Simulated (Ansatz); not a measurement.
Two isomers of CH5NOSi: A = `N[SiH2]C=O`, B = `O[SiH]1CN1`.

Isolated molecules relaxed with PBE0-D4/def2-TZVP in Ansatz; ΔE leaves out vibrations. CBS: MP2 limit from def2 TZ/QZ plus the TZ coupled-cluster correction, frozen cores. DFT in def2-TZVPP. B3LYP here is the variant with VWN-RPA as its local correlation; programs differ in this. One conformer a species, not always the lowest.

Problem. Which isomer does CCSD(T)/CBS put lower? Give the gap. (Estimate.)

Solution. Computed: B, by 13.3 kcal/mol.

Problem. Give E(B) − E(A) in kcal/mol with PBE0-D4, PBE-D4, CCSD(T)/def2-SVP, B3LYP-D4, B3LYP, CCSD(T)/def2-TZVPP, LDA (SPW92). (Estimate.)

Solution. Computed: PBE0-D4 -14.1, PBE-D4 -12.1, CCSD(T)/def2-SVP -3.3, B3LYP-D4 -9.7, B3LYP -9.7, CCSD(T)/def2-TZVPP -12.1, LDA (SPW92) -18.2. None reverses the order clearly.

Problem. Does the order hold for the free energy at 298.15 K (harmonic terms from PBE0-D4)? (Best estimate.)

Solution. Ansatz gave: Yes: G(B) − G(A) = -9.3 kcal/mol, for one conformer each.

Largest T1 diagnostic: 0.014.

In def2-TZVPP, CCSD(T) changes the Hartree–Fock value by −5.6 kcal/mol (the triples alone add −0.1 kcal/mol) and MP2 by −8.9 kcal/mol. From BLYP to BHLYP (50 % exact exchange), in def2-TZVPP and without D4, E(B) − E(A) moves by −3.7 kcal/mol.
